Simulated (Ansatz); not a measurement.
Molecule: MoH (charge 0, sextet). The spin state was set by rule; other spins were not relaxed. SMILES: [MoH]
Structure (B3LYP-D3(BJ)/def2-TZVP (Ansatz, a quantum-chemistry and plane-wave program) minimum search):
```
Mo
H 1 1.7201
```
Charge 0, spin multiplicity 6.

Property: atomisation energy (electronic, to ground-state atoms), in eV. Valence correlation only, unless marked. UHF or UKS for open shells. Spin-orbit coupling is left out. The frozen core is the preceding noble-gas configuration, with the filled d and f shells of earlier blocks. Past Kr the def2 sets carry scalar-relativistic core potentials. The coupled-cluster limit lacks core correlation, which all-electron functionals hold. CBS(X,Y): correlation extrapolated as X^-3; Hartree-Fock from the larger set. [CCSD(T)-MP2]/basis is that difference in the basis named.

| level | program | atomisation energy (eV) | minus last row |
|---|---|---|---|
| r2SCANh-D4/def2-TZVPD | Ansatz + dftd4 | 2.37 | -0.06 |
| LC-wPBE-D3(BJ)/def2-TZVPD | Ansatz + dftd3 | 2.41 | -0.02 |
| RI-MP2/def2-QZVPP | Ansatz | 2.16 | -0.27 |
| RI-MP2/def2-QZVPPD | Ansatz | 2.17 | -0.26 |
| RI-MP2/CBS(def2-TZVPPD,def2-QZVPPD) | Ansatz | 2.19 | -0.24 |
| CCSD/def2-QZVPP | Ansatz | 2.35 | -0.08 |
| CCSD/CBS(def2-TZVPP,def2-QZVPP) | Ansatz | 2.37 | -0.06 |
| RI-MP2/CBS(def2-TZVPP,def2-QZVPP)+[CCSD(T)-MP2]/def2-QZVPP | Ansatz | 2.44 | 0.01 |
| CCSD(T)/CBS(def2-TZVPP,def2-QZVPP) | Ansatz | 2.43 | 0.00 |
| CCSD(T)/CBS(def2-TZVPPD,def2-QZVPPD) | Ansatz | 2.43 | 0.00 |
